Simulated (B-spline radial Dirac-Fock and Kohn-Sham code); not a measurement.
**Relativistic shifts of the levels of Mg²⁺**

System: the Mg²⁺ ion, [He] 2s2 2p6.

Both columns are ΔSCF binding energies of the configuration average from a radial B-spline solver: non-relativistic Hartree-Fock with a point nucleus, and Dirac-Fock with a finite nucleus and the Coulomb interaction alone, averaged over the two j levels with weights 2j+1.

```
shell  Hartree-Fock (eV)  Dirac-Fock (eV)  shift (eV)  shift (%)
   1s             1332.3           1334.9       +2.53      +0.19
   2s              119.3            119.7       +0.35      +0.30
   2p              78.65            78.63       -0.02      -0.03
```

Relativity binds 1s, 2s more strongly, among those listed most of all 2s in relative terms, and 2p more weakly.

Values without a named source are computed, but for edge energies of neutral atoms, which are taken from tables.
